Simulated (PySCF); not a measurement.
Name the molecule from its bond curve

A diatomic of charge 0 contains Br. Its singlet curve at MN15 in a triple-zeta basis (no relativity, PySCF), in eV from the separated fragments:

(R (Å), E (eV)): (2.047, -3.603), (2.142, -4.036), (2.237, -4.260), (2.309, -4.331), (2.380, -4.342), (2.451, -4.307), (2.547, -4.210), (2.666, -4.036), (2.808, -3.781), (2.999, -3.412)

The fit gives ωe = 267 cm⁻¹ and the rotational constant Bₑ = 0.08237 cm⁻¹.

Question: Which atom is the partner?

Answer: The minimum lies at 2.358 Å, so the reduced mass is 16.8576 u Å² cm⁻¹/(Bₑ·Re²) = 36.81 u. With Br at 78.92 u the partner weighs about 69.0 u: Ga. The molecule is GaBr.
